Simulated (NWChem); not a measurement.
Species: SiH3O4, doublet; SMILES [O][Si](O)(O)O

```xyz
8

O     -0.2921     1.0186    -1.3392
Si    -0.0257    -0.0043    -0.0493
O     -1.3552    -0.9542     0.1121
O      1.2587    -1.0240    -0.1535
O      0.2735     1.0646     1.1755
H     -1.1648    -1.8775     0.3333
H      2.1350    -0.6158    -0.1171
H     -0.4048     1.7403     1.3220
```
Atoms are numbered in this order, from 1.

Results from NWChem. Pople sets run with spherical d functions. Spin-unrestricted. The radical's symmetric form is orbitally degenerate, so geometry and low modes hang on which distorted state is reached. Geometry: optimised at B3LYP/6-31G* (spherical d), spin-unrestricted. No stability test was run on the SCF state.

```csv
atom,ESP charge (e),Mulliken charge (e)
O1,-0.433,-0.44
Si2,1.596,1.62
O3,-0.847,-0.88
O4,-0.865,-0.89
O5,-0.870,-0.88
H6,0.478,0.49
H7,0.471,0.49
H8,0.469,0.49
```

Question: Find the dipole moment that each set of point charges gives, and compare with the UHF/6-31G* density's own.

Answer: 
1. μ = Σ q r × 4.8032 D/(e Å). ESP charges give (0.80, -0.25, 1.16) D, of length 1.42 D.
2. Mulliken charges give (0.94, -0.05, 1.28) D, of length 1.6 D.
3. The density's dipole is 1.44 D: the ESP set is off by 0.02 D in length and the Mulliken set by 0.1 D. ESP charges are fitted to the potential outside the molecule; Mulliken charges are a partition of the basis functions.
